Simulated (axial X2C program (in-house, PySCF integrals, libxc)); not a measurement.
CoCl⁺: properties at the nuclei

Computed with an axial X2C code built on PySCF integrals: two-component X2C with atomic mean-field Coulomb and Gaunt terms, Gaussian nuclei, basis Co dyall-cv3z, Cl dyall-av3z with contracted cores.

R = 2.024 Å (near the PBE0 minimum at charge 1 of the determinant lowest at the starting distance; the state shown can have its own minimum elsewhere).

Input and command:
```json
{"zs": [27, 17], "q": 1, "bas": ["dyall-cv3z", "dyall-av3z"], "r0": 2.1, "levels": ["PBE0", "HF", "r2SCAN", "LDA", "BHandHLYP"], "nst": 3}
```
```bash
python soeom.py task.json out
```

Keys: zs atomic numbers; q charge; bas basis sets; r0 starting distance in Å; levels methods; nst determinants followed.

Determinant lowest in the PBE0 search, Ω = 7/2 (⟨Sz⟩ = 1.50, ⟨Lz⟩ = 2.00 at PBE0), spin on the atoms Co 1.35, Cl 0.15:

| level | Eeff magnitude (GV/cm) | Ws magnitude Co (kHz) | A∥/gI Co (MHz) | qzz Co (a.u.) | A∥/gI Cl (MHz) | qzz Cl (a.u.) |
| --- | --- | --- | --- | --- | --- | --- |
| PBE0 | 0.23 | 0.0131 | 340 | -0.84 | -19 | 1.01 |
| r2SCAN | 0.251 | 0.0176 | 346 | -0.95 | -13.4 | 0.72 |
| LDA | 0.19 | 0.00814 | 325 | -0.70 | -26.5 | 0.38 |
| BHandHLYP | 0.226 | 0.0128 | 336 | -0.85 | -10.6 | 1.47 |

Eeff is the effective electric field on the electron electric dipole moment in this Ω state and Ws the scalar–pseudoscalar constant of the nucleus named (defined with the proton number Z and per Ω); A∥ (defined per Ω) follows by multiplying with gI = μI/(I μN); qzz is the electric field gradient, eQq0 = 234.96 MHz × Q/barn × qzz. The operators were transformed with the bare-nucleus X2C matrices; with these basis sets, hyperfine constants and field gradients can be off by tens of per cent, and where levels differ in sign neither size nor sign is settled.

(1) With gI(59Co) = 1.3220, Q(59Co) = 0.42 barn (g factors from the IAEA table of nuclear moments by Stone; Q from Pyykkö, Mol. Phys. 2018), turn the PBE0 values of the first state into constants in MHz.

Each state is one determinant with collinear spin, which with several unpaired electrons need not be a pure state. With several open shells hyperfine constants can be off by a factor of several. Left out as unconverged or as another state under the same occupation: HF in at least one table. States lie within half an eV, so the first need not be the ground state. Further determinants of the search, some of them spin-mixed, are not shown. Where a field gradient or hyperfine factor spreads by more than a factor of two over the levels, a constant derived from it is not to be relied on.

Answers

(1) A∥(59Co) = 340 × 1.3220 = 449 MHz; eQq0(59Co) = 234.96 × (0.42) × (-0.84) = -82.9 MHz.
